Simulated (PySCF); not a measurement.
C₆H₅, SMILES c1c[c]ccc1 (connectivity only; charge and spin as stated), charge +1, multiplicity 1.

The structure is a stationary point at B3LYP-D3(BJ)/def2-SVP. The multiplicity is an assumed one; no other spin state was optimised. The isomer is the one that the SMILES or the coordinates give; other isomers of the formula were not compared.

Two levels are set side by side: PBE/def2-TZVP (PySCF) and ωB97X/def2-TZVP (PySCF). Same geometry, gas phase. Differences are taken from unrounded values.

```tsv
quantity	PBE
orbital gap (eV)	2.14
highest occupied level (eV)	-12.57
lowest empty level (eV)	-10.43
mean polarisability (bohr³)	58.2
```

Problem. These are the PBE values. What does ωB97X give? (Estimate from the structure and the level; the computed values follow.)

Solution. 
```csv
quantity,ωB97X,PBE minus ωB97X
orbital gap (eV),8.67,-6.54
highest occupied level (eV),-15.73,3.17
lowest empty level (eV),-7.06,-3.37
mean polarisability (bohr³),56.9,1.3
```

Without exact exchange PBE keeps part of each electron's self-repulsion, which lifts occupied levels and narrows the gap. Differences between two approximate levels are no errors against the true value.

Rough cost on one machine, each run with all the roots and properties that it gave: ωB97X against PBE within a factor of 2.
